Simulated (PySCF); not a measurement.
C3H5ClOSi, SMILES [Si@H]1(Cl)COC=C1.

The structure is a stationary point at PBE-D3(BJ)/def2-SVP. The structure was generated by enumeration; whether it is a known compound was not checked. The values are those of a single conformer.

Method: PBE-D3(BJ)/def2-SVP (PySCF 2.14.0).

Frequencies are harmonic and unscaled.

| mode | ν (cm⁻¹) | IR (km/mol) | moving atoms (share of kinetic energy) |
|---|---|---|---|
| 1 | 96 | 1.2 | C 26 %, O 24 %, Cl 22 %, H 17 %, Si 11 % |
| 2 | 154 | 1.4 | C 26 %, Cl 26 %, Si 20 %, H 20 % |
| 3 | 219 | 2.3 | C 32 %, H 27 %, Cl 18 %, Si 12 %, O 11 % |
| 4 | 407 | 2.6 | C 39 %, Cl 19 %, H 19 %, O 14 %, Si 9 % |
| 5 | 461 | 39.9 | Si 32 %, C 32 %, H 15 %, O 13 % |
| 6 | 541 | 71.1 | Si 43 %, Cl 21 %, C 18 %, O 9 %, H 8 % |
| 7 | 612 | 7.1 | H 57 %, C 30 %, Si 10 % |
| 8 | 654 | 25.4 | C 37 %, H 28 %, Si 26 %, O 8 % |
| 9 | 710 | 20.6 | H 75 %, C 17 % |
| 10 | 722 | 24.1 | H 74 %, C 21 % |
| 11 | 741 | 9.2 | C 53 %, H 27 %, Si 16 % |
| 12 | 830 | 159.1 | H 83 %, Si 10 % |
| 13 | 843 | 17.7 | C 48 %, H 30 %, O 11 %, Si 11 % |
| 14 | 901 | 36.8 | C 49 %, O 37 %, H 14 % |
| 15 | 931 | 2.3 | H 72 %, C 28 % |
| 16 | 1006 | 46.5 | H 60 %, C 21 %, O 19 % |
| 17 | 1150 | 57.5 | H 58 %, C 37 % |
| 18 | 1168 | 5.2 | H 89 % |
| 19 | 1250 | 32.0 | H 60 %, O 26 %, C 14 % |
| 20 | 1295 | 14.1 | H 57 %, C 40 % |
| 21 | 1384 | 10.4 | H 88 %, C 9 % |
| 22 | 1571 | 173.3 | C 87 %, H 10 % |
| 23 | 2186 | 107.3 | H 97 % |
| 24 | 2990 | 8.7 | H 94 % |
| 25 | 3059 | 3.0 | H 90 %, C 10 % |
| 26 | 3109 | 9.2 | H 92 %, C 8 % |
| 27 | 3179 | 1.6 | H 91 %, C 9 % |
